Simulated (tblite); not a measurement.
Species: C7H14P (charge +1).
SMILES: `[PH+]12CCC(CC1)CC2`

The geometry is computed with GFN2-xTB (gas phase).

Take the most abundant isotopes and a rigid rotor. 

Q: Give the principal moments of inertia and the rotational constants in MHz.

A: Ia = 237.54, Ib = 265.66, Ic = 266.00 u·Å²; 505379 MHz·u·Å²/I gives A = 2128, B = 1902, C = 1900 MHz.

Q: Classify the top.

A: A prolate symmetric top, as the point group C3 requires two equal moments; the computed ones differ by 0.13 % because the geometry is symmetric only within the optimiser's tolerance. Ray's parameter κ = (2B − A − C)/(A − C) = -0.979; −1 is the prolate and +1 the oblate limit.

Q: Estimate the classical rotational partition function at 10 K, 50 K and 200 K.

A: Point group C3, symmetry number σ = 3; q = (√π/σ)·√((kT/h)³/(ABC)), k/h = 20836.6 MHz/K: 641 at 10 K, 7160 at 50 K, 57300 at 200 K.

Its GFN2-xTB frequencies are all real (lowest 123 cm⁻¹). Zero-point vibration and centrifugal distortion are left out.

The run took 0.53 s wall on one thread of an Arm Neoverse N1, shared host with 64 logical CPUs at a one-minute load of 48. These figures are those of the optimisation.
